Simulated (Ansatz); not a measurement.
## Strength of the Si–Ge bond: GeSi3H10 → SiH2(SiH2)(SiH3) + GeH3

Species: GeSi3H10 `[SiH3][SiH2][SiH2][GeH3]`, singlet; SiH2(SiH2)(SiH3), doublet; GeH3 `[GeH3]`, doublet. 

Shapes, held fixed at every level: PBE0-D4/def2-TZVP. Flexible molecules stand in one conformer, not always the lowest. Programs: Ansatz 0.2.0. The zero-point and thermal change to 298 K, harmonic and unscaled (PBE0-D4/def2-TZVP), is -10.9 kJ/mol.

```tsv
level	kind	ΔH(298 K) (kJ/mol)	less CCSD(T)/def2-TZVPP	CPU time (sum over the molecules)
HF/def2-SVP	Hartree–Fock	+207.1	-91.9	–
HF/def2-TZVPP	Hartree–Fock	+205.5	-93.5	–
B3LYP-D4/def2-TZVPP	global hybrid	+289.3	-9.7	68 s
BHLYP-D4/def2-TZVPP	global hybrid	+291.3	-7.7	50 s
B2PLYP/def2-TZVPP	double hybrid	+287.1	-11.9	72 s
CCSD(T)/def2-SVP	coupled cluster or CI	+281.5	-17.5	71 s
CCSD(T)/def2-TZVPP	coupled cluster or CI	+299.0	0.0	42 min
```

The highest level, CCSD(T)/def2-TZVPP, gives ΔH(298 K) = +299.0 kJ/mol; the levels span +205.5 to +299.0. The column of differences is taken from that level and isn't an error. Hartree–Fock misses the correlation of the pair that is broken and comes out low. No measured value is set beside it here. Open shells run unrestricted. Relativity is left out for Ge. Outer-core shells of Ge are correlated, in sets that cover them unevenly. CCSD(T)/def2-TZVPP lies outside the range of all other levels here, so it shouldn't be taken on trust. Times are processor times on shared x86 and Arm servers, and rough.
